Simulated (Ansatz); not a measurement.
Calculated with Ansatz (gas phase, PBE0-D4/def2-TZVP geometries, no zero-point term in ΔE). CCSD(T)/CBS adds triple-zeta CCSD(T) − MP2 to the extrapolated MP2 energy (def2 sets, frozen cores). For Br outer-core shells are correlated without core-valence functions, which leaves a few kJ/mol of doubt a bond. Scalar relativity is left out up to krypton. Each species was taken in one conformer, which may not be the lowest.

Consider the ligand exchange at a B–Br bond: `OCB(F)Br` + `O[SiH3]` → `OCB(F)O[SiH3]` + HBr.

`OCB(F)Br`:

```xyz
8

O     1.438   -0.510    0.451
C     0.062   -0.300    0.636
B    -0.738    0.388   -0.514
F    -2.027    0.608   -0.396
Br    0.123    0.940   -2.144
H     1.689   -0.170   -0.415
H    -0.440   -1.259    0.840
H    -0.108    0.303    1.543
```

`O[SiH3]`:

```xyz
6

O     1.143    0.578   -0.026
Si   -0.392   -0.020   -0.051
H     1.845   -0.001    0.272
H    -0.508   -1.198   -0.954
H    -1.249    1.080   -0.547
H    -0.840   -0.439    1.306
```

`OCB(F)O[SiH3]`:

Cartesian coordinates in Å:
```
O -0.899 -0.687 -0.924
C -0.896 0.728 -1.001
B 0.119 1.296 0.061
F 0.256 2.619 0.139
O 0.848 0.535 0.885
Si 1.070 -1.078 1.206
H -1.512 -1.046 -1.568
H -0.604 1.084 -2.000
H -1.892 1.151 -0.805
H -0.181 -1.702 1.692
H 2.081 -1.113 2.291
H 1.609 -1.787 0.023
```

HBr:

```xyz
2

Br   -0.397   -0.011   -0.589
H     0.397    0.011    0.589
```

| species | CCSD(T)/CBS(def2) energy (Eh) |
| --- | --- |
| `OCB(F)Br` | -2813.02601 |
| `O[SiH3]` | -366.69042 |
| `OCB(F)O[SiH3]` | -605.82313 |
| HBr | -2573.91920 |

Question: Work out ΔE.

Answer: ΔE = (-605.82313) + (-2573.91920) − (-2813.02601) − (-366.69042) = -0.02590 Eh = -68.0 kJ/mol.

Largest T1 diagnostic among the species: 0.012.

The D4 term adds −3.8 kJ/mol with B3LYP and −2.4 kJ/mol with PBE0; it sums over pairs of atoms, weighted by their polarisabilities, and B3LYP, whose exchange is more repulsive, gets the larger term. From PBE to PBE0 (25 % exact exchange), in def2-TZVPP and without D4, ΔE moves by −6.4 kJ/mol. In def2-TZVPP, CCSD(T) changes the Hartree–Fock value by +14.5 kJ/mol (the triples alone add +3.2 kJ/mol) and MP2 by +20.7 kJ/mol.

B3LYP here is the variant with VWN-RPA as its local correlation; programs differ in this.
